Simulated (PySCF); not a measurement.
Isomers of CH9FSi3, mass 124.000 u with the commonest isotopes. Method used: CAM-B3LYP/def2-SVPD in PySCF (dipole) on a GFN2-xTB geometry, gas phase. One conformer each, none proved a minimum here; rigid rotors.

**Question.** Order these by out-of-plane moment Σ m c² = (Ia + Ib − Ic)/2, largest first.
A. `[F:1][SiH2:2][CH:3]([SiH3:4])[SiH3:5]` with F1–Si2–C3–Si4 -66°
B. `[CH3:1][Si@H:2]([SiH3:3])[SiH2:4][F:5]` with C1–Si2–Si4–F5 162°
C. `C[Si](F)([SiH3])[SiH3]`
D. `FC([SiH3])([SiH3])[SiH3]`

**Answer.** C (71.67 u·Å²), D (67.83 u·Å²), A (43.96 u·Å²), B (19.54 u·Å²).

**Question.** Order these by rotational constant B, smallest first.
A. `[CH3:1][Si@H:2]([SiH3:3])[SiH2:4][F:5]` with C1–Si2–Si4–F5 162°
B. `FC([SiH3])([SiH3])[SiH3]`
C. `[F:1][SiH2:2][CH:3]([SiH3:4])[SiH3:5]` with F1–Si2–C3–Si4 -66°

**Answer.** A (1461 MHz), C (1831 MHz), B (2098 MHz).

**Question.** Order these by rotational constant A, largest first.
A. `C[Si](F)([SiH3])[SiH3]`
B. `[F:1][SiH2:2][CH:3]([SiH3:4])[SiH3:5]` with F1–Si2–C3–Si4 -66°
C. `FC([SiH3])([SiH3])[SiH3]`
D. `[CH3:1][Si@H:2]([SiH3:3])[SiH2:4][F:5]` with C1–Si2–Si4–F5 162°

**Answer.** D (2687 MHz), A (2564 MHz), B (2370 MHz), C (2099 MHz).

```csv
SMILES,point group,Ia (u·Å²),Ib (u·Å²),Ic (u·Å²),κ,μa (D),μb (D),μc (D)
FC([SiH3])([SiH3])[SiH3],C3v,240.72,240.89,345.96,1.00,0.00,0.00,1.47
F[SiH2]C([SiH3])[SiH3],near Cs,213.28,276.09,401.44,0.03,0.85,0.05,1.80
C[Si@H]([SiH3])[SiH2]F,C1,188.07,345.91,494.89,-0.47,1.11,2.09,0.23
C[Si](F)([SiH3])[SiH3],Cs,197.11,342.34,396.11,-0.69,0.01,0.16,1.65
```
